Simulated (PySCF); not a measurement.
C₅H₁₀N₂.
Atom-mapped SMILES: `[CH3:1][C:2]1=[N:3][NH:4][CH2:5][C@H:6]1[CH3:7]`

Definitions: NICS(0) = −σiso at the ring centroid; NICS(1) = −σiso and NICS(1)zz = −σzz at ±1 Å along the ring normal z. Level: GIAO PBE0/pcSseg-1 (PySCF, non-relativistic, gas phase) on the PBE0-D3(BJ)/def2-SVP geometry, one conformer.

Ring bond lengths (Å), with Mayer bond orders in brackets: C2–N3 1.282 (1.84), N3–N4 1.374 (1.08), N4–C5 1.457 (0.93), C5–C6 1.530 (1.01), C6–C2 1.518 (0.94).

Task: What do the NICS probes read (ppm)?

Result: 
```tsv
ring	type	NICS(0)	NICS(1), two faces	NICS(1)zz, two faces	rms pucker (Å)	centre to ring atoms, mean (Å)
C2–N3–N4–C5–C6	5-membered ring with 2 N; formal bonds 1 double, 4 single	-3.3	-4.4 / -3.6	-4.0 / -4.2	0.13	1.21
```

Task: What do they say, and how far can they be read as aromaticity?

Result: 
- C2–N3–N4–C5–C6: mean NICS(1)zz -4.1 ppm, shielded. C5, C6 have four or more neighbours, and the NICS criterion for π rings isn't applied.

Task: At the second NICS(1) probe listed for ring C2–N3–N4–C5–C6, 1 Å off the ring, how large is the induced field along the normal in 11.7 T applied along it?

Result: NICSzz × B0 = -4.2 ppm × 11.7 T = -49 μT, against the applied field.

Task: What are the shieldings of the ring atoms and their hydrogens in the same run (means over atoms taken as equivalent)?

Result: 
```json
{"atoms": "C2", "environment": "C=N carbon", "σ isotropic (ppm)": "32.4", "principal values of the symmetric part, first atom (ppm)": "-65.1, 52.6, 109.6"}
{"atoms": "N3", "environment": "C=N nitrogen", "σ isotropic (ppm)": "-116.5", "principal values of the symmetric part, first atom (ppm)": "-393.6, -100.6, 144.8"}
{"atoms": "N4", "environment": "nitrogen bonded to C, N and H", "σ isotropic (ppm)": "122.8", "principal values of the symmetric part, first atom (ppm)": "54.0, 99.5, 215.0"}
{"atoms": "C5", "environment": "sp3 carbon bound to nitrogen", "σ isotropic (ppm)": "126.1", "principal values of the symmetric part, first atom (ppm)": "94.1, 127.4, 156.9"}
{"atoms": "C6", "environment": "sp3 CH carbon", "σ isotropic (ppm)": "141.1", "principal values of the symmetric part, first atom (ppm)": "119.9, 141.7, 161.7"}
{"atoms": "H on N4", "environment": "N–H hydrogen", "σ isotropic (ppm)": "27.09", "principal values of the symmetric part, first atom (ppm)": "20.5, 27.1, 33.6"}
{"atoms": "H on C5", "environment": "methylene hydrogen", "σ isotropic (ppm)": "28.69", "principal values of the symmetric part, first atom (ppm)": "23.4, 29.1, 33.6"}
{"atoms": "H on C5", "environment": "methylene hydrogen", "σ isotropic (ppm)": "27.84", "principal values of the symmetric part, first atom (ppm)": "24.4, 26.5, 32.6"}
{"atoms": "H on C6", "environment": "methine hydrogen", "σ isotropic (ppm)": "28.73", "principal values of the symmetric part, first atom (ppm)": "25.9, 26.7, 33.5"}
```

Task: How do the values depend on the level or the medium?

Result: 
```json
{"level": "PBE0/pcSseg-1, gas", "NICS(0), C2–N3–N4–C5–C6": "-3.3", "mean NICS(1)zz, C2–N3–N4–C5–C6": "-4.1"}
{"level": "WP04/pcSseg-1, gas", "NICS(0), C2–N3–N4–C5–C6": "-3.2", "mean NICS(1)zz, C2–N3–N4–C5–C6": "-3.5"}
{"level": "PBE0/pcSseg-1, IEF-PCM chloroform", "NICS(0), C2–N3–N4–C5–C6": "-3.3", "mean NICS(1)zz, C2–N3–N4–C5–C6": "-4.0"}
{"level": "PBE0/pcSseg-1, IEF-PCM dichloromethane", "NICS(0), C2–N3–N4–C5–C6": "-3.3", "mean NICS(1)zz, C2–N3–N4–C5–C6": "-4.0"}
```

The geometry is the same throughout; the continuum's cavity takes Bondi-type radii × 1.2.
